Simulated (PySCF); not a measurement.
# Excitation energy of Ni⁺ by level of theory

Ni⁺ [Ar] 3d9 (2D) → Ni⁺ [Ar] 3d8 4p1 (high-spin determinant), as a difference of total energies. Computed with PySCF 2.14 in aug-cc-pVTZ-DK (8s7p5d3f2g, 93 functions), with the spin-free X2C one-electron Hamiltonian (Gaussian nucleus). Correlated levels: valence: [Ar] frozen. The calculations carry no spin-orbit coupling.

| method | excitation energy (cm⁻¹) |
| --- | --- |
| UHF | 33065 |
| MP2 (valence) | 55909 |
| SCS-MP2 (valence) | 54518 |
| CCSD (valence) | 49293 |
| CCSD(T) (valence) | 50600 |

The determinant of the upper state mixes LS terms, which raises its energy above the lowest term, most at the Hartree-Fock and MP2 levels.
